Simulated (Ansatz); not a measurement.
Job for Ansatz (a quantum-chemistry and plane-wave program): U-CCSD(T)/cc-pV(Q+d)Z on CH4Si (SMILES C[SiH]), 2S+1 = 1, a spin state set in the input, which need not be the lowest. Files ending in .json are basis or fitting sets from the Basis Set Exchange.

Ansatz 0.2 input:
```yaml
crystal:
  periodic: [false, false, false]
  atoms:
    - {symbol: C, position_ang: [-1.06826149, -0.41428367, 0.02794665]}
    - {symbol: Si, position_ang: [0.66023841, 0.37576989, -0.02971146]}
    - {symbol: H, position_ang: [-1.16495485, -1.15523222, -0.77502676]}
    - {symbol: H, position_ang: [-1.88055565, 0.30725687, -0.05850067]}
    - {symbol: H, position_ang: [-1.18951808, -0.97464763, 0.96304543]}
    - {symbol: H, position_ang: [1.40125978, -0.95245343, 0.11876255]}
basis:
  gaussian:
    orbitals: cc-pV_Q+d_Z.json
correlation: {method: ccsd_t, electrons: outside_noble_gas}
scf: {omitted_lower_state_checks: [cluster_reference]}
magnetization: {spin_polarized: true, initial_magnetization: 0}
```

Program output:

```
WARN ansatz: RAYON_NUM_THREADS=2 ignored (pool sized by the plan → 2); use --threads N
Functional definition: HF
these checks for a lower state are left out or cut short: cluster_reference
integrals: 2.32 GiB planned
1396 factors; integrals over basis functions are off by at most 1.0e-3 eV
mean field: 0.95 GiB planned
mean field evaluation 1: about -8953.2377 eV, gradient 1.9e1 eV
mean field evaluation 2: about -8953.2379 eV, gradient 1.9e1 eV
mean field evaluation 4: about -8955.1975 eV, gradient 1.7e0 eV
mean field evaluation 8: about -8955.2315 eV, gradient 1.4e-3 eV
mean field evaluation 16: about -8955.3495 eV, gradient 2.4e-1 eV
mean field -8955.35015404 eV, -329.1030480067 hartree, gradient 2.7e-6 eV, S^2 0.424102; 2 other end points of the search recorded, 0 dependent functions left out
6 core orbitals not correlated
reference -8955.35015404 eV, -329.1030480067 hartree; 6, 6 occupied and 227, 227 virtual orbitals, 1396 factors
second order -7.95762237 eV of doubles, -0.00000000 eV of singles
coupled cluster: 3.26 GiB planned
cycle   1  -8.46862401 eV  change   -5.1e-1 eV  update   7.6e-2
cycle   2  -8.78178791 eV  change   -3.1e-1 eV  update   4.2e-2
cycle   3  -8.85535739 eV  change   -7.4e-2 eV  update   3.2e-2
cycle   4  -8.91510303 eV  change   -6.0e-2 eV  update   2.6e-2
cycle   5  -8.99118632 eV  change   -7.6e-2 eV  update   1.8e-2
cycle   6  -9.01308367 eV  change   -2.2e-2 eV  update   8.0e-3
cycle   7  -9.01721606 eV  change   -4.1e-3 eV  update   3.2e-3
cycle   8  -9.01886588 eV  change   -1.6e-3 eV  update   1.2e-3
cycle   9  -9.01821383 eV  change    6.5e-4 eV  update   5.6e-4
cycle  10  -9.01763271 eV  change    5.8e-4 eV  update   2.0e-4
cycle  11  -9.01762152 eV  change    1.1e-5 eV  update   5.6e-5
cycle  12  -9.01763028 eV  change   -8.8e-6 eV  update   2.3e-5
cycle  13  -9.01761639 eV  change    1.4e-5 eV  update   8.7e-6
cycle  14  -9.01761293 eV  change    3.5e-6 eV  update   3.5e-6
coupled cluster: 3.28 GiB planned
perturbative correction -0.35679024 eV, -0.0131117996 hartree
Total energy: -8964.72455722 eV, -329.4475509691 hartree
Checks for a lower state left out: cluster_reference
```

Self-consistency was reached. Its determinant has ⟨S²⟩ = 0.42, a mixture of spin states.

Cost: about 40 core-minutes (a rough figure).
